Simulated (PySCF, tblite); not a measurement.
Isomers of C4H6F3OPS, one GFN2-xTB conformer each. Single-point energies are computed at PBE0/pcSseg-1 (PySCF, gas phase, no added dispersion term), electronic only.

| SMILES | GFN2-xTB relative energy (kJ/mol) |
| --- | --- |
| COC[P@@H](=S)C(F)=C(F)F | 108.8 |
| CC(=O)[P@](C)(=S)C(F)(F)F | 0.0 |

Conformers: `[CH3:1][O:2][CH2:3][P@@H:4](=[S:5])[C:6]([F:7])=[C:8]([F:9])[F:10]` with C1–O2–C3–P4 -67°, O2–C3–P4–S5 102°, C3–P4–C6–F7 129°; `[CH3:1][C:2](=[O:3])[P@:4]([CH3:5])(=[S:6])[C:7]([F:8])([F:9])[F:10]` with C1–C2–P4–C5 -165°.

What does PBE0/pcSseg-1 give for the same structures?

| SMILES | PBE0/pcSseg-1 E (Eh) | PBE0/pcSseg-1 (kJ/mol) | GFN2-xTB (kJ/mol) | point group |
| --- | --- | --- | --- | --- |
| CC(=O)[P@](C)(=S)C(F)(F)F | -1269.46598 | 0.0 | 0.0 | C1 |
| COC[P@@H](=S)C(F)=C(F)F | -1269.37329 | 243.4 | 108.8 | C1 |

Both levels put the same isomer lowest. As drawn, the lower has a C=O bond, which the higher lacks; the higher has a C=C bond outside aromatic rings, which the lower lacks.

Which frontier levels, dipoles and rotational constants go with these structures?

| SMILES | HOMO (eV, PBE0/pcSseg-1) | LUMO (eV) | dipole (D) | A, B, C (MHz) |
| --- | --- | --- | --- | --- |
| CC(=O)[P@](C)(=S)C(F)(F)F | -7.03 | -2.02 | 2.21 | 1102, 891.9, 760.9 |
| COC[P@@H](=S)C(F)=C(F)F | -6.89 | -0.82 | 2.81 | 1379, 590.0, 541.3 |

What happens when harmonic zero-point energies from GFN2-xTB frequencies are added?

```tsv
SMILES	ZPE (kJ/mol)	electronic (kJ/mol)	with ZPE (kJ/mol)
CC(=O)[P@](C)(=S)C(F)(F)F	255.0	0.0	0.0
COC[P@@H](=S)C(F)=C(F)F	256.2	243.4	244.6
```

The zero-point energies span 1.2 kJ/mol. The order is unchanged.
